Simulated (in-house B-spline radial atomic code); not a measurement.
Results of a calculation; reference values are marked as such.
## Ni in an electron gas of r_s = 4: phase shifts, screening and friction

A nucleus sits in a uniform electron gas with a rigid positive background. The Kohn-Sham equations are solved self-consistently in the spin-unpolarised LDA (PW92), non-relativistic, on B-splines with outgoing waves at the boundary and partial waves to l = 8. The model has no lattice, no bands and no magnetic solution. Atomic units; δ_l are the phase shifts at the Fermi level, counted so that each bound state adds π, and good to about 0.0005.

The density parameter is r_s = 4 bohr.

```json
{"l": "0", "δ_l (rad)": "10.1595"}
{"l": "1", "δ_l (rad)": "6.3639"}
{"l": "2", "δ_l (rad)": "2.9561"}
{"l": "3", "δ_l (rad)": "-0.0082"}
{"l": "4", "δ_l (rad)": "0.0006"}
{"l": "5", "δ_l (rad)": "0.0000"}
{"l": "6", "δ_l (rad)": "0.0000"}
{"l": "7", "δ_l (rad)": "-0.0001"}
{"l": "8", "δ_l (rad)": "-0.0001"}
```

Bound levels below the band bottom (hartree): s -297.4, s -34.81, p -30.37, s -3.467, p -2.115.

(1) Check the Friedel sum rule, and say where the screening charge sits.

(2) Find the transport cross section and the electronic stopping of a 10 keV Ni ion (mass 58.69 u).

## Answers

(1) k_F = (9π/4)^(1/3)/r_s = 0.47979. The rule is Z = (2/π) Σ (2l + 1) δ_l. The terms are s 6.468, p 12.154, d 9.410, f -0.037 and 0.001 beyond, in all 27.996 against Z = 28. Bound states hold 6 s, 12 p, 0 d electrons, so the scattering states carry 10.00 in all.

(2) σ_tr = (4π/k_F²) Σ (l + 1) sin²(δ_l − δ_(l+1)). The terms for l = 0 to 3 are 0.3701, 0.1384, 0.0933, 0.0003, all together 0.6022, so σ_tr = 54.589 × 0.6022 = 32.871 bohr². With n = 3/(4π r_s³) = 0.00373, the friction coefficient is Q = n k_F σ_tr = 0.0588. For v well below v_F = 0.480, dE/dx = Q v; with 24801 eV per u at v = 1, v = √(10000/(24801 × 58.69)) = 0.0829, so dE/dx = 0.00488 hartree/bohr = 2.51 eV/nm. The largest term couples the s and p waves.
